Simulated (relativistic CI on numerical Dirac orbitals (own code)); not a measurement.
**Gd³⁸⁺: q coefficients and field-shift factors**

Computed by Dirac-Coulomb-Breit CI, KLI orbitals optimised for each configuration, derivatives by finite differences, unscaled Slater integrals, QED left out (own radial code, finite nucleus).

Configurations in the expansion (outside the closed core [Ne]): 3s²3p⁶3d⁸, 3s²3p⁵3d⁹, 3s²3p⁴3d¹⁰, 3s3p⁶3d⁹, 3p⁶3d¹⁰, 3s3p⁵3d¹⁰, 3s²3p⁶3d⁷4s, 3s²3p⁶3d⁷4p. Levels of other configurations are missing.

With x = (α/α₀)² − 1 an excitation energy changes as ω = ω₀ + qx; K = 2q/ω₀ is the relative enhancement. Terms are leading LS components, so labels can repeat. The field-shift factor is F = δν/δ⟨r²⟩ for the transition from the lowest level.

Lowest level 3s²3p⁶3d⁸ ³F4.

```csv
Level,ω₀ (cm⁻¹),q (cm⁻¹),F (GHz/fm²)
3s²3p⁶3d⁸ ¹D2,59821,255,-0.019
3s²3p⁶3d⁸ ³P0,180789,21190,0.766
3s²3p⁶3d⁸ ³F3,250496,264100,4.03
3s²3p⁶3d⁸ ³P2,311673,268700,4.21
3s²3p⁶3d⁸ ³P1,346678,269700,4.37
3s²3p⁶3d⁸ ¹G4,354938,255600,4.31
3s²3p⁶3d⁸ ³F2,547922,527700,8
3s²3p⁶3d⁸ ¹S0,713464,521500,8.42
3s²3p⁵3d⁹ ³F°4,2641998,339400,15.3
3s²3p⁵3d⁹ ¹D°2,2706401,352000,15.1
3s²3p⁵3d⁹ ³D°3,2808820,372400,16.2
3s²3p⁵3d⁹ ³P°1,2884213,367400,12.4
3s²3p⁵3d⁹ ³D°2,3003592,604600,19.3
3s²3p⁵3d⁹ ³P°0,3046641,615000,18.9
3s²3p⁵3d⁹ ³F°3,3066045,612200,16.8
3s²3p⁵3d⁹ ³D°1,3067326,602300,18.5
3s²3p⁵3d⁹ ³P°2,3995402,1.77e+06,-82.9
3s²3p⁵3d⁹ ¹F°3,4059706,1.74e+06,-79.3
3s²3p⁵3d⁹ ³F°2,4144130,2.025e+06,-77.6
3s²3p⁵3d⁹ ³D°1,4358280,2.043e+06,-81.8
3s²3p⁴3d¹⁰ ³P2,5423665,1.177e+06,-886
3s3p⁶3d⁹ ³D3,5485216,1.969e+06,-2410
3s3p⁶3d⁹ ³D2,5596439,1.673e+06,-1730
```

At this charge energies of transitions that change n are usually good to better than 1 %, and those within a shell (Δn = 0) to a few per cent. Terms inside the open d or f shell come out 10 to 20 % too wide with unscaled integrals.

Question: Which transition from the lowest level has the largest |K|?

Answer: 3s²3p⁶3d⁸ ³F3 at 250496 cm⁻¹, K = 2.11.
